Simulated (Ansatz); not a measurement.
Two isomers of CH7NSiSn: A = `[CH2]1[SiH2][NH][SnH2]1`, B = `C1[NH][SnH2][SiH2]1`.

Gas-phase electronic energies from Ansatz, PBE0-D4/def2-TZVP geometries. CBS: MP2 limit from def2 TZ/QZ plus the TZ coupled-cluster correction, frozen cores. Functionals use def2-TZVPP. B3LYP here is the variant with VWN-RPA as its local correlation; programs differ in this. Elements past krypton have def2 core potentials. For Sn outer-core shells are correlated without core-valence functions, which leaves a few kJ/mol of doubt a bond.

A:

```xyz
11

C     0.031   -0.978   -0.818
Si    1.034    0.609   -0.598
N     0.146    1.155    0.770
Sn   -1.158   -0.411    0.889
H     0.583   -1.906   -0.670
H    -0.544   -1.046   -1.741
H     2.484    0.349   -0.346
H     0.968    1.507   -1.790
H     0.254    1.987    1.324
H    -1.009   -1.311    2.337
H    -2.790    0.045    0.645
```

B:

Z-matrix (Å, degrees):
```
C
Si 1 1.909
N 1 1.467 2 101.7
H 1 1.098 2 112.8 3 -120.2
H 1 1.101 2 108.8 3 121.2
Sn 2 2.549 1 77.8 3 -17.1
H 2 1.487 1 114.4 3 95.7
H 2 1.488 1 115.8 3 -136.5
H 3 1.010 1 114.5 2 165.1
H 6 1.720 2 121.5 1 -94.4
H 6 1.711 2 126.0 1 114.1
```

Task: Which isomer does CCSD(T)/CBS put lower? Give the gap. (An estimate is asked.)

Result: The calculation gave: A, by 138.5 kJ/mol.

Task: Give E(B) − E(A) in kJ/mol with CCSD/def2-TZVPP, PBE0-D4, HF/def2-TZVPP, B3LYP-D4, PBE-D4, B3LYP, MP2/def2-TZVPP. (An estimate is asked.)

Result: Computed: CCSD/def2-TZVPP 137.5, PBE0-D4 119.5, HF/def2-TZVPP 142.6, B3LYP-D4 124.2, PBE-D4 110.6, B3LYP 123.1, MP2/def2-TZVPP 145.1. None reverses the order clearly.

Largest T1 diagnostic: 0.013.

From PBE to PBE0 (25 % exact exchange), in def2-TZVPP and without D4, E(B) − E(A) moves by +9.1 kJ/mol.
